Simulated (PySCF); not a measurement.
Job file and geometry (Å, from GFN2-xTB) of an NMR shielding run on SMILES COC(C)(C)C(=O)Cl, C5H9ClO2, GIAO PBE0/pcSseg-1 NMR shielding, non-relativistic, gas phase (PySCF 2.14.0, density-fitted response routines); density fitting, a coarse starting grid and PySCF grid level 2 are the driver's defaults:

```
$ OMP_NUM_THREADS=1 python probes_run.py task.json out

{"job": {"kind": "nmr", "xc": "PBE0", "basis": "pcSseg-1"}, "charge": 0, "multiplicity": 1}
C      2.069173     0.098189     0.214576
O      0.930483    -0.720151     0.367484
C     -0.307160    -0.134935     0.032456
C     -1.360232    -1.237580     0.225677
C     -0.358090     0.415116    -1.397670
C     -0.693289     0.980496     1.001836
O     -1.315491     1.959297     0.754598
Cl    -0.181904     0.645516     2.651676
H      2.338835     0.224283    -0.839089
H      1.928473     1.083619     0.669792
H      2.875548    -0.421141     0.729312
H     -1.262974    -1.661371     1.221236
H     -2.361298    -0.836778     0.094998
H     -1.184054    -2.021892    -0.504680
H     -1.373096     0.718711    -1.634289
H     -0.042327    -0.359967    -2.091392
H      0.290405     1.280618    -1.506431
```

Task: Write the output of this run.

Result: 
```
coarse grid: 14808 points
cycle   1  E = -805.7371815035  dE =  1.102e+00  |g| = 9.637e-01  |ddm| = 3.568e+00
cycle   2  E = -805.2044600650  dE =  5.327e-01  |g| = 1.961e+00  |ddm| = 2.117e+00
cycle   3  E = -805.9046226097  dE = -7.002e-01  |g| = 2.475e-01  |ddm| = 1.567e+00
cycle   4  E = -805.9161683140  dE = -1.155e-02  |g| = 1.046e-01  |ddm| = 3.140e-01
cycle   5  E = -805.9180118663  dE = -1.844e-03  |g| = 2.810e-02  |ddm| = 9.906e-02
cycle   6  E = -805.9181678149  dE = -1.559e-04  |g| = 6.469e-03  |ddm| = 2.617e-02
cycle   7  E = -805.9181761850  dE = -8.370e-06  |g| = 1.803e-03  |ddm| = 6.331e-03
final grid: 138552 points
cycle   8  E = -805.9878919474  dE = -3.726e-05  |g| = 1.682e-02  |ddm| = 3.649e-02
cycle   9  E = -805.9877818162  dE =  1.101e-04  |g| = 2.974e-02  |ddm| = 3.149e-02
cycle  10  E = -805.9879425766  dE = -1.608e-04  |g| = 4.017e-03  |ddm| = 2.164e-02
cycle  11  E = -805.9879456461  dE = -3.070e-06  |g| = 5.912e-04  |ddm| = 2.904e-03
cycle  12  E = -805.9879456964  dE = -5.025e-08  |g| = 2.329e-04  |ddm| = 7.122e-04
cycle  13  E = -805.9879457074  dE = -1.100e-08  |g| = 3.429e-05  |ddm| = 2.429e-04
cycle  14  E = -805.9879457076  dE = -2.208e-10  |g| = 1.443e-05  |ddm| = 4.512e-05
converged SCF energy = -805.9879457076

GIAO shielding tensors (ppm)
atom      isotropic    diamagn.    paramagn.     s11        s22        s33       span
  0 C      131.190     245.470    -114.280    103.236    109.211    181.124     77.888
  1 O      271.631     396.884    -125.253    216.257    277.634    321.000    104.743
  2 C      101.000     246.109    -145.109     85.144     95.340    122.517     37.373
  3 C      155.750     246.697     -90.947    133.300    146.946    187.005     53.705
  4 C      164.930     248.659     -83.729    146.592    164.146    184.054     37.461
  5 C       -7.431     253.938    -261.369   -111.674     36.389     52.991    164.665
  6 O     -263.801     398.331    -662.132   -663.548   -383.471    255.616    919.164
  7 Cl     536.998    1146.987    -609.990    106.066    561.633    943.294    837.227
  8 H       28.182      29.960      -1.778     23.633     26.273     34.641     11.008
  9 H       28.708      30.004      -1.295     24.102     27.776     34.247     10.145
 10 H       27.895      28.656      -0.761     23.855     25.010     34.820     10.965
 11 H       29.919      29.531       0.388     25.492     29.586     34.678      9.186
 12 H       30.745      29.870       0.875     27.219     28.241     36.774      9.554
 13 H       30.241      30.038       0.203     26.808     28.010     35.904      9.096
 14 H       30.192      31.043      -0.851     26.674     27.945     35.956      9.282
 15 H       30.729      31.041      -0.312     27.278     28.099     36.809      9.532
 16 H       30.065      31.335      -1.270     26.026     28.667     35.503      9.477
```

Task: Turn these shieldings into chemical shifts. δ = σ(ref) − σ, references computed at the same level: $^{13}$C (186.93 ppm) and $^{1}$H (31.72 ppm) against TMS; H2O for $^{17}$O (336.08 ppm); $^{35}$Cl (949.78 ppm) vs HCl.

Result: Averaging equivalent atoms: C 5: 194.4; C 2: 85.9; C 0: 55.7; C 3/4: 26.6; O 6: 599.9; O 1: 64.4; Cl 7: 413; H 8/9/10: 3.46; H 11/12/13/14/15/16: 1.40 ppm. Unscaled 17O shifts of doubly bonded oxygen tend to come out too high, by tens of ppm or more. Experimental scales use liquid or dissolved standards, which lie at an offset from isolated H2O (liquid H2O: subtract about 36 ppm).

Size and cost of the density-fitted run: 188 basis functions, roughly 110 core-seconds.
